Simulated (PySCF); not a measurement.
Method: PySCF with PBE-D3(BJ)/def2-TZVP // PBE0-D4/def2-TZVP. Isolated molecules, 0 K electronic values unless said otherwise. One relaxed conformer stands for a flexible species; it need not be the lowest. Excitations are Tamm–Dancoff values on a coarser integration grid. The basis has no diffuse functions, so Rydberg states are missing or too high.

Reference species (SMILES): `NB(N)N` (neutral, multiplicity 1).

```json
{
  "S1 oscillator strength": "0.000",
  "HOMO": "-5.09 eV",
  "S1 excitation (TDA)": "5.25 eV"
}
```

Changed species: `NB(S)S` (S–B–S–H torsion -180°, S–B–S–H torsion 0°) (2 of 3 NH2 replaced by SH; the reference has 0 of 3 NH2 replaced by SH).

Predict the effect on the S1 oscillator strength, HOMO and S1 excitation (TDA).

the S1 oscillator strength stays essentially unchanged; the HOMO decreases by 0.87 eV, to -5.96 eV; the S1 excitation (TDA) falls by 0.05 eV, to 5.20 eV.
